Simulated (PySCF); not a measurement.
SrSn⁻: from constants to spectrum

ROHF constants of SrSn⁻, ⁴Σ⁻ (quartet), unpaired electrons σ ↑, π ↑↑ (Sr def2-SVPD with ECP28, Sn def2-SVPD with ECP28; scalar-relativistic core potentials (PySCF 2.14); masses 87.9056 and 119.9022 u):

```
ωe   : 81.1 cm⁻¹
ωexe : 0.309 cm⁻¹
Be   : 0.025553 cm⁻¹
αe   : 0.000127 cm⁻¹
```

(1) What force constant and bond length do these constants imply?

(2) Estimate the centrifugal constant D from the Kratzer relation and find the Dunham coefficient a1.

Spin–orbit coupling is left out, which matters for elements this heavy, above all for dissociation energies. Hartree–Fock leaves out correlation, which carries a large part of most bond energies and some tenths to 1 eV of ionisation energies. The state was picked by a PBE0 search and need not be the measured ground state.

Results:

(1) Reduced mass μred = 50.720 u; k = 5.8918×10⁻⁷·μred·ωe² (u, cm⁻¹, mdyn/Å) = 0.197 mdyn/Å; Re = √(16.8576/(μred·Be)) (u, cm⁻¹, Å) = 3.607 Å.

(2) D = 4Be³/ωe² = 1.01e-08 cm⁻¹; a1 = −1 − αeωe/(6Be²) = -3.63.
